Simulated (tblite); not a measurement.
Species: C4H12BPS.
Numbering: `[PH3+:1][BH2-:2][S:3][CH2:4][CH:5]1[CH2:6][CH2:7]1` (hydrogens: H8, H9, H10 on P1; H11, H12 on B2; H13, H14 on C4; H15 on C5; H16, H17 on C6; H18, H19 on C7)

Computed with GFN2-xTB (tblite), gas phase: L-BFGS steps from a force-field or distance-geometry start until the largest atomic force falls under 0.01 eV/Å.

Step 7: E = -589.2000 eV
```
atom  x, y, z in Å  |  force x, y, z in eV/Å
P1      3.4625    0.4570   -0.6617   -0.092   0.115  -0.048
B2      2.3196   -1.0242   -0.2238    0.199  -0.038  -0.038
S3      0.9128   -0.1608    0.7693    0.136  -0.099  -0.052
C4     -0.6393   -0.5968   -0.1065   -0.105   0.008  -0.067
C5     -1.7820    0.0114    0.6741    0.006   0.191  -0.003
C6     -3.2112   -0.1647    0.2538    0.004   0.050  -0.011
C7     -2.5108    1.1396    0.0016    0.006  -0.003   0.000
H8      3.8023    1.2997    0.3664    0.011   0.072   0.147
H9      3.1378    1.4194   -1.5928   -0.092   0.045  -0.023
H10     4.7339    0.1796   -1.1060    0.259   0.021  -0.103
H11     2.0344   -1.5018   -1.2762   -0.244  -0.094   0.255
H12     3.0266   -1.6770    0.4866   -0.228  -0.121  -0.084
H13    -0.7135   -1.6814   -0.2186    0.085   0.010   0.217
H14    -0.6016   -0.1521   -1.1018    0.084  -0.088  -0.078
H15    -1.5797    0.0781    1.7392   -0.041   0.039  -0.134
H16    -3.9716   -0.1618    1.0272    0.148  -0.119  -0.080
H17    -3.4329   -0.8339   -0.5669    0.027   0.157  -0.025
H18    -2.7972    2.0231    0.5592   -0.023  -0.187  -0.017
H19    -2.1999    1.3559   -1.0156   -0.142   0.040   0.144
```

Step 8: E = -589.2208 eV
```
atom  x, y, z in Å  |  force x, y, z in eV/Å
P1      3.4629    0.4613   -0.6657   -0.009   0.001   0.023
B2      2.3177   -1.0288   -0.2193    0.226  -0.048  -0.136
S3      0.9232   -0.1676    0.7646   -0.030   0.014   0.031
C4     -0.6344   -0.5985   -0.1117   -0.206   0.101   0.097
C5     -1.7827    0.0155    0.6738    0.144   0.124  -0.164
C6     -3.2143   -0.1640    0.2526    0.164   0.061  -0.098
C7     -2.5119    1.1442    0.0017   -0.080  -0.045   0.040
H8      3.8075    1.3029    0.3650   -0.030   0.043   0.121
H9      3.1364    1.4251   -1.5912   -0.107   0.073  -0.054
H10     4.7417    0.1932   -1.1061    0.192   0.028  -0.103
H11     2.0162   -1.5112   -1.2627   -0.208  -0.070   0.185
H12     3.0169   -1.6915    0.4825   -0.144  -0.112  -0.032
H13    -0.7056   -1.6852   -0.2023    0.053   0.043   0.148
H14    -0.5955   -0.1593   -1.1111    0.062  -0.132  -0.005
H15    -1.5741    0.0861    1.7393   -0.073   0.011  -0.199
H16    -3.9682   -0.1755    1.0318    0.128  -0.076  -0.118
H17    -3.4351   -0.8258   -0.5794    0.056   0.201   0.105
H18    -2.8073    2.0247    0.5641    0.035  -0.234  -0.072
H19    -2.2031    1.3638   -1.0182   -0.172   0.019   0.233
```

Step 9: E = -589.2407 eV
```
atom  x, y, z in Å  |  force x, y, z in eV/Å
P1      3.4636    0.4655   -0.6694    0.119  -0.077   0.060
B2      2.3194   -1.0349   -0.2171    0.178  -0.020  -0.180
S3      0.9329   -0.1739    0.7607   -0.161   0.125   0.098
C4     -0.6324   -0.5988   -0.1155   -0.165   0.137   0.187
C5     -1.7815    0.0223    0.6703    0.248   0.015  -0.214
C6     -3.2144   -0.1619    0.2502    0.210   0.002  -0.137
C7     -2.5145    1.1477    0.0026   -0.126  -0.009   0.034
H8      3.8125    1.3069    0.3650   -0.079  -0.005   0.075
H9      3.1332    1.4325   -1.5903   -0.112   0.064  -0.052
H10     4.7526    0.2086   -1.1077    0.073   0.045  -0.086
H11     1.9932   -1.5225   -1.2456   -0.165  -0.058   0.064
H12     3.0046   -1.7088    0.4777   -0.031  -0.115   0.034
H13    -0.6962   -1.6881   -0.1826    0.000   0.079   0.083
H14    -0.5881   -0.1696   -1.1206    0.033  -0.162   0.059
H15    -1.5692    0.0948    1.7355   -0.090  -0.010  -0.218
H16    -3.9621   -0.1916    1.0342    0.102  -0.027  -0.128
H17    -3.4366   -0.8137   -0.5910    0.082   0.189   0.161
H18    -2.8175    2.0225    0.5680    0.058  -0.187  -0.055
H19    -2.2095    1.3726   -1.0167   -0.174   0.013   0.216
```

Step 10: E = -589.2593 eV
```
atom  x, y, z in Å  |  force x, y, z in eV/Å
P1      3.4662    0.4684   -0.6725    0.196  -0.101   0.053
B2      2.3240   -1.0418   -0.2178    0.078   0.029  -0.146
S3      0.9394   -0.1773    0.7591   -0.187   0.203   0.124
C4     -0.6321   -0.5977   -0.1169   -0.014   0.110   0.187
C5     -1.7773    0.0302    0.6635    0.217  -0.067  -0.204
C6     -3.2111   -0.1597    0.2467    0.198  -0.053  -0.099
C7     -2.5190    1.1508    0.0040   -0.108   0.010   0.024
H8      3.8161    1.3105    0.3658   -0.120  -0.055   0.033
H9      3.1284    1.4407   -1.5897   -0.099   0.009  -0.010
H10     4.7648    0.2253   -1.1108   -0.032   0.059  -0.068
H11     1.9671   -1.5350   -1.2279   -0.116  -0.044  -0.065
H12     2.9921   -1.7285    0.4735    0.065  -0.103   0.081
H13    -0.6867   -1.6889   -0.1613   -0.060   0.098   0.034
H14    -0.5802   -0.1835   -1.1285    0.005  -0.164   0.092
H15    -1.5657    0.1033    1.7271   -0.083  -0.022  -0.158
H16    -3.9532   -0.2086    1.0336    0.069   0.017  -0.102
H17    -3.4367   -0.7983   -0.6003    0.093   0.100   0.108
H18    -2.8269    2.0172    0.5710    0.043  -0.057   0.032
H19    -2.2191    1.3820   -1.0112   -0.145   0.030   0.083
```

**Question.** Estimate the geometry and energy of step 11. (The exact step hangs on the optimiser's Hessian estimate; all steps are aligned on step 10, rigid shifts and turns removed.)

**Answer.** E = -589.2718 eV, largest force 0.258 eV/Å
```
atom  x, y, z in Å  |  force x, y, z in eV/Å
P1      3.4709    0.4690   -0.6740    0.158  -0.084   0.018
B2      2.3289   -1.0461   -0.2207   -0.013   0.048  -0.058
S3      0.9408   -0.1756    0.7605   -0.098   0.217   0.100
C4     -0.6316   -0.5957   -0.1153    0.135   0.047   0.110
C5     -1.7718    0.0355    0.6557    0.103  -0.071  -0.108
C6     -3.2055   -0.1588    0.2437    0.122  -0.087  -0.033
C7     -2.5236    1.1526    0.0054   -0.042   0.034   0.007
H8      3.8163    1.3120    0.3672   -0.131  -0.083   0.014
H9      3.1234    1.4460   -1.5890   -0.075  -0.061   0.045
H10     4.7731    0.2380   -1.1145   -0.062   0.060  -0.061
H11     1.9468   -1.5445   -1.2169   -0.067  -0.017  -0.125
H12     2.9845   -1.7439    0.4719    0.087  -0.056   0.071
H13    -0.6813   -1.6872   -0.1457   -0.091   0.077   0.018
H14    -0.5745   -0.1964   -1.1321   -0.003  -0.135   0.078
H15    -1.5648    0.1088    1.7178   -0.060  -0.025  -0.073
H16    -3.9449   -0.2202    1.0305    0.044   0.036  -0.055
H17    -3.4350   -0.7860   -0.6052    0.087  -0.010  -0.006
H18    -2.8327    2.0125    0.5739    0.017   0.056   0.119
H19    -2.2287    1.3893   -1.0057   -0.111   0.055  -0.061
```

The energy changes by -0.0125 eV. The first-order estimate −F·Δx gives -0.0180 eV and the mean of the old and new forces, exact on a quadratic surface, -0.0125 eV. The step makes an angle of 64° with the force vector and moves no atom by more than 0.025 Å.

The cost below is that of the whole relaxation. Hardware: one thread of an Arm Neoverse V1, on a shared host. Cost: 1.2 s of wall time.
